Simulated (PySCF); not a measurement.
# Worked example: dipole moment from atomic charges

Hf(Cl)2(SH)2 (Cl₂H₂HfS₂), SMILES [SH][Hf]([SH])([Cl])[Cl], multiplicity 1. Atoms are numbered in the order given.

```xyz
7

Hf     0.0445     0.0158     0.0165
Cl     0.6985     1.9215    -1.1972
Cl     1.0964    -0.1605     2.1081
S      0.3943    -2.0148    -1.2634
H      0.1352    -1.3262    -2.4173
S     -2.3662     0.0752     0.3126
H     -2.3024     1.2824     0.9544
```

Geometry optimised at PBE-D3(BJ)/def2-SVP. The multiplicity is an assumed one; no other spin state was optimised. The structure was generated by enumeration; whether it is a known compound was not checked. The def2 effective core potentials stand for the cores of Hf; spin–orbit coupling is left out. The values are those of a single conformer.

Charges (e) from PBE/def2-TZVP run with PySCF:

| atom | Mulliken | ESP fit |
|---|---|---|
| Hf1 | 0.971 | 0.541 |
| Cl2 | -0.292 | -0.198 |
| Cl3 | -0.290 | -0.158 |
| S4 | -0.370 | -0.217 |
| H5 | 0.183 | 0.163 |
| S6 | -0.372 | -0.318 |
| H7 | 0.170 | 0.187 |

The dipole moment of the full density is 0.71 D.

Task: What dipole moment does each set of point charges give, and which comes closer to that of the density?

Result: 
μ = Σ q r, and 1 e Å = 4.8032 D.
Mulliken: Σ q r = (-0.111, 0.194, -0.175) e Å, |μ| = 1.36 D.
ESP fit: Σ q r = (-0.029, 0.090, -0.128) e Å, |μ| = 0.77 D.
ESP fit comes closer in size. Point charges leave out the atoms' own dipoles (lone pairs, polarised bonds); fits to the potential absorb them, partitions of the density don't.
